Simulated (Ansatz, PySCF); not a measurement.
**Energy differences in one family of gas-phase species**

Each structure stands at its B3LYP-D3(BJ)/def2-TZVP stationary point, reached from a drawn start (curvature not checked).

(1), MoO3 (SMILES [O]=[Mo](=[O])=[O]) (charge 0, multiplicity 1):
| atom | x (Å) | y (Å) | z (Å) |
|---|---|---|---|
| O | -0.6609 | 1.4754 | -0.1443 |
| Mo | -0.0058 | -0.0002 | 0.4066 |
| O | 1.6109 | -0.1635 | -0.1127 |
| O | -0.9442 | -1.3117 | -0.1497 |

(2), H2S (SMILES S) (charge 0, multiplicity 1):
```tsv
atom	x (Å)	y (Å)	z (Å)
S	0.0000	0.0000	0.6187
H	0.0000	0.9702	-0.3093
H	0.0000	-0.9702	-0.3093
```

(3), MoO2S (SMILES [O]=[Mo](=[O])=[S]) (charge 0, multiplicity 1):
```csv
atom,x (Å),y (Å),z (Å)
O,-0.6141,1.5443,0.0441
Mo,0.0212,0.0536,-0.4645
O,-1.1555,-1.1590,-0.2928
S,1.7483,-0.4390,0.7132
```

(4), H2O (SMILES O) (charge 0, multiplicity 1):
```xyz
3

O      0.00000     0.00000     0.38961
H      0.00000     0.76499    -0.19486
H      0.00000    -0.76499    -0.19486
```

(5), H2MoO3S (SMILES [O]=[Mo](=[O])([OH])[SH]) (charge 0, multiplicity 1, Z-matrix in Å and degrees):
```
Mo
O 1 1.6865
O 1 1.6874 2 110.89
O 1 1.8815 2 111.59 3 -121.63
H 4 0.9638 1 123.96 2 -20.13
S 1 2.3458 2 105.27 3 117.76
H 6 1.3473 1 93.58 2 -157.06
```

```
step                          quantity  PBE/def2-TZVPP (kcal/mol)  r2SCAN/def2-TZVPP (kcal/mol)  B3LYP-D3(BJ)/def2-TZVPP (kcal/mol)  PBE0/def2-TZVPP (kcal/mol)  wB97M-V/def2-TZVPP (kcal/mol)  CCSD(T)/def2-TZVPP (kcal/mol)
---------------------  ---------------  -------------------------  ----------------------------  ----------------------------------  --------------------------  -----------------------------  -----------------------------
(1) + (2) → (3) + (4)  reaction energy                      -5.83                         -6.18                               -7.71                       -8.38                          -5.96                          -8.00
(1) + (2) → (5)        reaction energy                     -67.33                        -72.11                              -72.32                      -72.04                         -73.32                         -66.89
(5) → (3) + (4)        reaction energy                      61.50                         65.93                               64.62                       63.66                          67.36                          58.89
```

Right side less left side. No zero-point or thermal terms; no spin–orbit coupling. One arrangement of each flexible species, with no search for the lowest.

Frozen-core correlation throughout.

Codes used: Ansatz (Gaussian orbitals); PySCF for the D3/D4 terms. All values are computed, each at the level named. Elements past Kr take the def2 small-core potentials, without spin–orbit coupling.

At CCSD(T)/def2-TZVPP the steps run from -66.89 ((1) + (2) → (5)) to 58.89 kcal/mol ((5) → (3) + (4)); 2 of 3 are downhill as written. PBE/def2-TZVPP, r2SCAN/def2-TZVPP, B3LYP-D3(BJ)/def2-TZVPP, PBE0/def2-TZVPP, wB97M-V/def2-TZVPP give the same order. No level here is sure enough to rank the others by; between PBE/def2-TZVPP and CCSD(T)/def2-TZVPP the widest gap is 2.61 kcal/mol, for (5) → (3) + (4).

The steps were written down ahead of the runs, not picked by their results: 3 of 3 stand here.

Ansatz is an electronic-structure program.
